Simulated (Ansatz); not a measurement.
One change: `F[C@H]1C[Si@@H]1Br` becomes `C[Si@H]1C[C@H]1F`.

Ansatz, PBE0-D4/def2-TZVP geometries, multiplicity 1. 

Scalar relativity is left out up to krypton.

```json
{"property": "HOMO–LUMO gap (ωB97M-V/def2-TZVPP) / eV", "`F[C@H]1C[Si@@H]1Br`": "10.96"}
{"property": "size of the dipole moment (PBE/def2-TZVPP) / D", "`F[C@H]1C[Si@@H]1Br`": "1.04"}
{"property": "HOMO–LUMO gap (PBE0/def2-TZVPP) / eV", "`F[C@H]1C[Si@@H]1Br`": "6.87"}
{"property": "size of the dipole moment (ωB97M-V/def2-TZVPP) / D", "`F[C@H]1C[Si@@H]1Br`": "1.13"}
{"property": "HOMO energy (PBE/def2-TZVPP) / eV", "`F[C@H]1C[Si@@H]1Br`": "-5.98"}
{"property": "LUMO energy (PBE0/def2-TZVPP) / eV", "`F[C@H]1C[Si@@H]1Br`": "-0.35"}
```

(1) What does the change do to each property? (Estimate.)

Results:

(1) Ansatz gave: 
```tsv
property	`C[Si@H]1C[C@H]1F`	shift
HOMO–LUMO gap (ωB97M-V/def2-TZVPP) / eV	11.13	0.17
size of the dipole moment (PBE/def2-TZVPP) / D	1.62	0.58
HOMO–LUMO gap (PBE0/def2-TZVPP) / eV	7.32	0.45
size of the dipole moment (ωB97M-V/def2-TZVPP) / D	1.89	0.76
HOMO energy (PBE/def2-TZVPP) / eV	-5.58	0.40
LUMO energy (PBE0/def2-TZVPP) / eV	0.52	0.87
```

With PBE0 the HOMO rises by 0.42 eV and the LUMO rises by 0.87 eV, so the gap widens by about 0.45 eV. PBE moves the HOMO by 0.40 eV and ωB97M-V by 0.38 eV. Dipoles are sizes alone; their direction can turn.

Spin–orbit coupling is left out; it splits and shifts lone-pair levels of the heavy atoms by tenths of an eV.
